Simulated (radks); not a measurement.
Question: Species: Cl4+. Configuration: [Ne] 3s2 3p1. Calculated with a radial shooting solver on a logarithmic mesh with Libxc functionals: Dirac Kohn-Sham, relativistic LDA (MacDonald-Vosko exchange, VWN5 correlation), spin-unpolarised, spherical densities, finite nucleus; open shells fill j = l - 1/2 first; Fermi nuclear charge, rms radius 3.3654 fm.

Spin-orbit splittings of the eigenvalues, e(l+1/2) - e(l-1/2), with zeta = 2 splitting/(2l+1) and mean radii in bohr:

| shell | occ. | splitting (eV) | zeta (eV) | <r> j=l-1/2 | <r> j=l+1/2 |
|---|---|---|---|---|---|
| 2p | 6 | ? | ? | 0.4038 | 0.4061 |
| 3p | 1 | 0.2114 | 0.1409 | 1.439 | 1.444 |

Estimate the 2p splitting.

Answer: 1.708 eV (zeta = 1.139 eV).
